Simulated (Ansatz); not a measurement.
This geometry of C2H7BOSi (12 atoms, charge 0, multiplicity 1) is a first-order saddle point.

Method: Ansatz, RKS B3LYP/def2-SVP.

```xyz
12
Properties=species:S:1:pos:R:3
C -1.042 -0.430 -1.014
C 0.002 0.255 -0.154
Si 0.724 -0.710 1.319
B 0.611 1.589 -0.592
O -0.405 1.704 0.247
H -1.919 -0.749 -0.426
H -0.606 -1.335 -1.470
H -1.395 0.217 -1.832
H 0.092 -2.060 1.398
H 0.463 0.040 2.580
H 2.199 -0.890 1.168
H 1.351 2.313 -1.191
```

Problem. Which two structures does it join? (They come from a converged band through this point; their orientation in space is the band's.)

Solution. No bond is made or broken. The dihedral O5–C2–Si3–H10 goes from 73 to -48°. The two ends are copies of one structure, up to a mirror image or an exchange of like atoms.

Image 0:

```xyz
12
Properties=species:S:1:pos:R:3
C -1.356 -0.143 -0.653
C 0.045 0.213 -0.200
Si 0.789 -0.757 1.245
B 0.907 1.185 -1.011
O 0.248 1.747 -0.010
H -2.091 -0.055 0.166
H -1.374 -1.189 -1.006
H -1.699 0.493 -1.485
H 0.837 -2.205 0.883
H -0.042 -0.603 2.477
H 2.170 -0.268 1.517
H 1.643 1.525 -1.889
```

Image 6:

```xyz
12
Properties=species:S:1:pos:R:3
C -0.856 -0.523 -1.134
C -0.013 0.256 -0.145
Si 0.669 -0.663 1.362
B 0.443 1.684 -0.459
O -0.662 1.611 0.267
H -1.732 -0.991 -0.652
H -0.250 -1.330 -1.580
H -1.222 0.111 -1.957
H -0.439 -1.219 2.196
H 1.486 0.270 2.189
H 1.525 -1.794 0.896
H 1.127 2.533 -0.948
```

Problem. How far does it lie above each of them?

Solution. 0.073 eV above the first and 0.073 eV above the second. This is the barrier of this one path; another mechanism may lie lower.

Time of the run: 84 s on 2 threads of Arm Neoverse V1 (shared host), peak memory 0.24 GiB.
